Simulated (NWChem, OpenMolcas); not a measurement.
# How basis sets differ on BCl2F (dichlorofluoroborane)

The species is BCl2F (4 atoms), meant as a singlet with charge 0. As SMILES, `FB(Cl)Cl`. The shape is that of a PBE0-D4/def2-TZVP optimisation.

```jsonl
{"atom": "F", "x (Å)": "0.1144", "y (Å)": "-1.1653", "z (Å)": "-0.7812"}
{"atom": "B", "x (Å)": "0.0079", "y (Å)": "-0.0806", "z (Å)": "-0.0540"}
{"atom": "Cl", "x (Å)": "-1.5495", "y (Å)": "0.3738", "z (Å)": "0.5714"}
{"atom": "Cl", "x (Å)": "1.4273", "y (Å)": "0.8721", "z (Å)": "0.2638"}
```

Each level gives the HOMO–LUMO gap (eV). The values are calculated.

```csv
level,kind,program,value (eV),CPU time
HF/STO-3G,Hartree–Fock,NWChem,17.23,1.8 s
HF/3-21G,Hartree–Fock,OpenMolcas,15.84,2.2 s
HF/def2-SVP,Hartree–Fock,OpenMolcas,15.97,3.6 s
HF/6-311+G**,Hartree–Fock,OpenMolcas,14.17,13 s
HF/def2-TZVP,Hartree–Fock,OpenMolcas,15.72,32 s
HF/def2-TZVPP,Hartree–Fock,OpenMolcas,15.72,38 s
```

The values span 14.17 to 17.23 eV. A Hartree–Fock LUMO above zero doesn't converge with the basis: it sinks as sets grow more diffuse. Orbital gaps aren't excitation energies. Times are those of the runs behind each value, whatever else they computed, on shared processors of several kinds: orders of magnitude only.
